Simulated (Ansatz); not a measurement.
Reaction (isomerisation): `C/C=C\[SiH2]Cl` → `C=C([SiH3])CCl`

Computed with Ansatz on PBE0-D4/def2-TZVP structures; ΔE is electronic, products minus reactants. CBS: MP2 limit from def2 TZ/QZ plus the TZ coupled-cluster correction, frozen cores. Functionals use def2-TZVPP. B3LYP here is the variant with VWN-RPA as its local correlation; programs differ in this. One conformer a species, not always the lowest.

Problem. Is it downhill or uphill in electronic energy at CCSD(T)/CBS, and by how much? (Best estimate.)

Solution. The calculation gave: Uphill: ΔE = +162.7 kJ/mol.

Problem. What do these levels give: r2SCAN-D4, B3LYP-D4, ωB97X-V, B2PLYP, MP2/def2-TZVPP, CCSD(T)/def2-TZVPP? (Estimate.)

Solution. Ansatz gave: r2SCAN-D4 167.5, B3LYP-D4 161.4, ωB97X-V 161.7, B2PLYP 163.8, MP2/def2-TZVPP 164.6, CCSD(T)/def2-TZVPP 159.5 kJ/mol.

Largest T1 diagnostic among the species: 0.011.

In def2-TZVPP, CCSD(T) changes the Hartree–Fock value by −10.4 kJ/mol (the triples alone add −2.5 kJ/mol) and MP2 by −5.3 kJ/mol. From PBE to PBE0 (25 % exact exchange), in def2-TZVPP and without D4, ΔE moves by +5.2 kJ/mol.
